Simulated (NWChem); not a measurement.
# Correlation energy of CCl

```xyz
2

C      0.0000     0.0000     1.2387
Cl     0.0000     0.0000    -0.4372
```
Charge 0, spin multiplicity 2.

Everything below was run with NWChem. The geometry was optimised at UPBE/def2-SVP, a minimum by its harmonic frequencies.

Basis set: cc-pVDZ. Each correlation energy counts from its own Hartree-Fock reference.

The correlated methods keep 6 core orbitals frozen. This spin state was chosen for the runs; another may lie lower. The structure started from a generated list of species. The unpaired electrons of the parent sit in orbitals of symmetry b1 (C2v labels of the run); other states weren't searched. The stability of the SCF solutions was not checked. Open-shell Hartree-Fock references start from PBE0 orbitals. Coupled-cluster values serve here as a point of comparison, not as the truth.

Question: For the correlation energy, CCSD on ROHF gives -253.3 mHa and SCS-UMP2 gives -214.3 mHa. What do CCSD[T] on UHF, CCSD(T) on ROHF, CCSD(T) on UHF give?

Answer: CCSD[T] on UHF: -257.9 mHa; CCSD(T) on ROHF: -262.0 mHa; CCSD(T) on UHF: -256.9 mHa.
